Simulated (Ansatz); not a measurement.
Mulliken charges of C2H4OSTe (`COC(=S)[TeH]`) from B3LYP/def2-TZVPP in Ansatz (PBE0-D4/def2-TZVP geometry).

| atom | x (Å) | y (Å) | z (Å) | charge (e) |
| --- | --- | --- | --- | --- |
| C1 | 0.213 | -1.059 | 0.492 | -0.176 |
| O2 | 0.872 | -0.359 | -0.554 | -0.179 |
| C3 | 0.474 | 0.829 | -0.957 | 0.102 |
| S4 | 1.229 | 1.627 | -2.151 | -0.254 |
| Te5 | -1.178 | 1.867 | -0.131 | 0.169 |
| H6 | 0.754 | -1.995 | 0.603 | 0.138 |
| H7 | 0.260 | -0.491 | 1.423 | 0.130 |
| H8 | -0.826 | -1.262 | 0.223 | 0.130 |
| H9 | -1.710 | 0.797 | 1.034 | -0.058 |

Task: By hand: the dipole of these point charges (1 e Å = 4.8032 D).

Result: Σ q r = (-0.527, -0.312, 0.676) e Å, of length 0.912 e Å = 4.38 D.

Task: How does the dipole of the full density compare? (An estimate is asked.)

Result: The calculation gave: (-0.389, -0.409, 0.614) e Å, 4.01 D; the point charges give 1.09 times that, at 11° from its direction.

Point charges leave out the atoms' own dipoles, such as those of lone pairs, and Mulliken's split depends on the basis, so the close match here is no proof of good charges.

B3LYP here is the variant with VWN-RPA as its local correlation; programs differ in this.
